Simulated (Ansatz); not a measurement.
A nudged elastic band was laid between two geometries of a periodic cell of 27 atoms, Al24SiCl2 (surface Al(100), adsorbate SiCl2).

Method: DFT PBE, scalar-relativistic, plane waves, PAW in Ansatz 0.2.0. Settings: PAW set soft_1, cutoff 420 eV, k mesh 3x2x1, gaussian smearing 0.1 eV, no spin polarisation.

```json
{
  "movable images": "7",
  "climbing image": "yes",
  "spring": "5.0 eV/Å²",
  "optimiser": "quadratic models (default)",
  "start path": "IDPP",
  "force threshold": "0.05 eV/Å",
  "iteration limit": "34",
  "end points": "relaxed",
  "atoms held": "1 to 6"
}
```

First end point:

```xyz
27
Lattice="5.7276 0.0000 0.0000 0.0000 8.5913 0.0000 0.0000 0.0000 18.0750" Properties=species:S:1:pos:R:3
Al 1.432 1.432 1.000
Al 4.296 1.432 1.000
Al 1.432 4.296 1.000
Al 4.296 4.296 1.000
Al 1.432 7.159 1.000
Al 4.296 7.159 1.000
Al -0.005 0.019 2.994
Al 2.867 0.018 3.014
Al 0.007 2.848 2.994
Al 2.860 2.848 3.014
Al -0.001 5.729 2.968
Al 2.862 5.729 2.976
Al 1.450 1.437 5.148
Al 4.261 1.434 5.149
Al 1.393 4.300 5.037
Al 4.283 4.312 5.037
Al 1.437 7.151 5.042
Al 4.324 7.161 5.035
Al 0.051 -0.041 7.015
Al 2.978 -0.093 7.099
Al -0.070 2.911 7.017
Al 2.737 2.967 7.088
Al -0.007 5.731 7.038
Al 2.861 5.733 7.005
Si 2.803 1.442 9.081
Cl 1.350 0.655 10.363
Cl 4.183 2.238 10.433
```

Last end point:

Only the atoms that move by more than 0.05 Å are listed.
```
Al14 4.292 1.428 5.090
Al15 1.424 4.326 5.166
Al16 4.292 4.318 4.975
Al17 1.426 7.117 5.166
Al18 4.294 7.128 4.975
Al19 -0.062 -0.018 7.037
Al20 2.913 -0.013 7.029
Al22 2.910 2.866 7.032
Al23 -0.081 5.720 7.113
Al24 2.947 5.722 7.102
Si25 1.425 1.423 8.544
Cl26 1.455 5.722 8.970
Cl27 1.433 1.419 10.635
```

Task: Which bonds break or form, and what moves?

Result: Contacts lost: Si25–Cl26. Contacts made: Al19–Si25, Al21–Si25, Al23–Cl26, Al24–Cl26. The atom that moves furthest is Cl26, by 5.26 Å; four of its nearest neighbours are Si25 2.09, Cl27 3.25, Al19 3.66, Al20 3.72 Å at the first end and Al24 2.39, Al23 2.41, Al22 3.75, Al20 3.75 Å at the last.

Task: Give the energies along the band, and the barrier.

Result: The run converged. The highest image is number 0 of 0 to 8, 0.000 eV above the first end and 1.068 eV above the last; the last end lies 1.068 eV below the first. The highest image is an end point: on this band no image between the ends rises above it. Limits of this set-up: coarse k mesh, thin slab, slab without dipole correction, no dispersion correction for a molecule that may bind weakly.

```json
{"image": "0", "path coordinate (Å)": "0.00", "energy (eV)": "0.000", "Si25–Cl26 (Å)": "2.09", "Al19–Si25 (Å)": "3.75", "Al21–Si25 (Å)": "3.82"}
{"image": "1", "path coordinate (Å)": "0.46", "energy (eV)": "-0.002", "Si25–Cl26 (Å)": "2.10", "Al19–Si25 (Å)": "3.66", "Al21–Si25 (Å)": "3.73"}
{"image": "2", "path coordinate (Å)": "1.75", "energy (eV)": "-0.051", "Si25–Cl26 (Å)": "2.20", "Al19–Si25 (Å)": "3.41", "Al21–Si25 (Å)": "3.60"}
{"image": "3", "path coordinate (Å)": "3.04", "energy (eV)": "-0.049", "Si25–Cl26 (Å)": "2.21", "Al19–Si25 (Å)": "3.60", "Al21–Si25 (Å)": "3.42"}
{"image": "4", "path coordinate (Å)": "4.33", "energy (eV)": "-0.190", "Si25–Cl26 (Å)": "2.47", "Al19–Si25 (Å)": "2.70", "Al21–Si25 (Å)": "2.96"}
{"image": "5", "path coordinate (Å)": "5.63", "energy (eV)": "-0.695", "Si25–Cl26 (Å)": "3.38", "Al19–Si25 (Å)": "2.53", "Al21–Si25 (Å)": "2.65"}
{"image": "6", "path coordinate (Å)": "6.92", "energy (eV)": "-0.815", "Si25–Cl26 (Å)": "3.58", "Al19–Si25 (Å)": "2.56", "Al21–Si25 (Å)": "2.61"}
{"image": "7", "path coordinate (Å)": "8.21", "energy (eV)": "-0.923", "Si25–Cl26 (Å)": "3.98", "Al19–Si25 (Å)": "2.57", "Al21–Si25 (Å)": "2.56"}
{"image": "8", "path coordinate (Å)": "9.50", "energy (eV)": "-1.068", "Si25–Cl26 (Å)": "4.31", "Al19–Si25 (Å)": "2.56", "Al21–Si25 (Å)": "2.56"}
```

The band took 23 iterations and of the order of 60 core-minutes.

Run time: 31 min on 2 threads of AMD EPYC 7R43 64-Core Processor (Zen 3), with other jobs on the host, peak memory 2.3 GiB.
